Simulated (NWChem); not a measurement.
GeH4SeS; SMILES [Se]([GeH3])S

```xyz
7

Se     0.7992    -0.6351     0.0090
S     -1.0819    -1.8215    -0.0674
H     -1.2697    -1.9266     1.2696
Ge    -0.2349     1.4960    -0.0017
H      0.9101     2.5271     0.0124
H     -1.0892     1.6412    -1.2703
H     -1.1085     1.6402     1.2561
```
Atoms are numbered in this order, from 1.

Computed with NWChem. Pople sets run with spherical d functions. Structure relaxed at the PBE0/def2-SVP level. GIAO values for the isolated, static molecule; σ is the absolute isotropic shielding, δ = σ(reference) − σ with the isolated reference molecule computed at the same levels (1H: tetramethylsilane). Spin-orbit effects, on the heavy nuclei and on their neighbours, are missing.

```csv
level,σ Se1 (ppm),σ S2 (ppm),δ H3 (ppm),σ Ge4 (ppm),δ H5 (rotor mean) (ppm)
"LDA (Slater exchange, VWN5)/pcSseg-1",1612.8,570.8,2.97,1388.9,5.18
KT2/pcSseg-1,___,___,2.56,___,4.83
PBE/pcSseg-1,1656.7,581.4,2.59,1421.5,4.88
Hartree-Fock/6-31G*,2125.1,704.9,1.57,1761.2,4.80
```

Problem. What belongs in the gaps?

Solution. 
- KT2/pcSseg-1, σ Se1 (ppm): 1724.1
- KT2/pcSseg-1, σ S2 (ppm): 611.0
- KT2/pcSseg-1, σ Ge4 (ppm): 1485.0
